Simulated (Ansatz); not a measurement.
Consider the ligand exchange at the Si–C bond: `[SiH3]C1CB1Cl` + `CC(F)S` → `CC(F)S[SiH3]` + `ClB1CC1`.

Gas-phase electronic energies from Ansatz, PBE0-D4/def2-TZVP geometries. CCSD(T)/CBS is the MP2 limit (def2-TZVPP, def2-QZVPP) plus CCSD(T) − MP2 in def2-TZVPP, frozen cores. Functionals use def2-TZVPP. One conformer a species, not always the lowest.

| level | ΔE (kJ/mol) |
| --- | --- |
| PBE-D4 | -36.4 |
| CCSD/def2-TZVPP | -30.8 |
| MP2/def2-QZVPP | -32.8 |
| CCSD/CBS(def2) | -33.3 |

Problem. What does CCSD(T)/CBS give? (An estimate is asked.)

Solution. Ansatz gave: -33.2 kJ/mol. The listed levels differ from it by -3.2, 2.4, 0.4, -0.1 kJ/mol.

Largest T1 diagnostic among the species: 0.012.

In def2-TZVPP, CCSD(T) changes the Hartree–Fock value by +4.7 kJ/mol (the triples alone add +0.1 kJ/mol) and MP2 by +3.9 kJ/mol.
